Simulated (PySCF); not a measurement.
Vertical excitations of a molecule C₂H₄Cl₂Si₂ from TDA-CAM-B3LYP/def2-SVPD (PySCF 2.14.0), as energy in eV (oscillator strength): 5.74 (0.003), 5.95 (0.004), 5.96 (0.003), 6.62 (0.044), 6.67 (0.022), 7.47 (0.022), 7.51 (0.047), 7.66 (0.113), 7.66 (0.001), 7.75 (0.321). Lowest triplet (TDA): 4.73 eV. Geometry: B3LYP-D3(BJ)/def2-SVP. One conformer was computed; it need not be the lowest.

**Question.** Pick the molecule that these values belong to.
A) Cl[SiH2]C#C[SiH2]Cl
B) ClC1=C[SiH2][Si@H]1Cl
C) C#C[Si]([SiH3])(Cl)Cl
D) ClC1=C[Si@@H](Cl)[SiH2]1

**Answer.** C, C#C[Si]([SiH3])(Cl)Cl
